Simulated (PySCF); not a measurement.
## Stretching BeO⁺

Set-up: PySCF, no relativity, basis sets Be cc-pVTZ, O cc-pVTZ. Energies in eV from Be⁺ + O in their ground configurations at the same level. All curves are PBE0. state 1: ²Π (doublet), unpaired electrons π ↑; state 2: ⁴Σ⁻ (quartet), unpaired electrons σ ↑, π ↑↑, a second solution, started from another occupation.

```json
{"R (Å)": "1.222", "state 1": "-2.852", "state 2": "2.471"}
{"R (Å)": "1.279", "state 1": "-3.401", "state 2": "1.458"}
{"R (Å)": "1.336", "state 1": "-3.709", "state 2": "0.709"}
{"R (Å)": "1.378", "state 1": "-3.819", "state 2": "0.280"}
{"R (Å)": "1.421", "state 1": "-3.849", "state 2": "-0.058"}
{"R (Å)": "1.464", "state 1": "-3.815", "state 2": "-0.322"}
{"R (Å)": "1.520", "state 1": "-3.696", "state 2": "-0.585"}
{"R (Å)": "1.591", "state 1": "-3.460", "state 2": "-0.805"}
{"R (Å)": "1.677", "state 1": "-3.098", "state 2": "-0.957"}
{"R (Å)": "1.790", "state 1": "-2.552", "state 2": "-1.039"}
```

**Question.** Put a parabola through the three lowest points of the state 1 curve and estimate Re, k and ωe (reduced mass 5.764 u; 1 eV/Å² = 0.16022 mdyn/Å; ωe = 1302.8·√(k/μ) cm⁻¹).

**Answer.** Through R = 1.378, 1.421, 1.464 Å the second-order coefficient is 17.3 eV/Å², so Re ≈ 1.420 Å, k ≈ 5.55 mdyn/Å and ωe ≈ 1278 cm⁻¹. A polynomial fit of higher order to the unrounded PBE0 energies gives Re = 1.418 Å, k = 5.64 mdyn/Å, ωe = 1289 cm⁻¹; anharmonicity and rounding make the difference.

The higher-order fit for each curve: state 1: Re = 1.418 Å, ωe = 1289 cm⁻¹, De = 3.85 eV; state 2: Re = 1.850 Å, ωe = 451 cm⁻¹, minimum 1.05 eV below the ground-state fragments.

For an ion De counts to the pair picked by the measured ionisation energies or electron affinities, which need not be the lowest pair at this level. Counting both spins, an empty level lies below a filled one in some of these solutions, because spin and occupation are held. The state is the lowest determinant that a PBE0 search found; another state may lie lower at other levels.
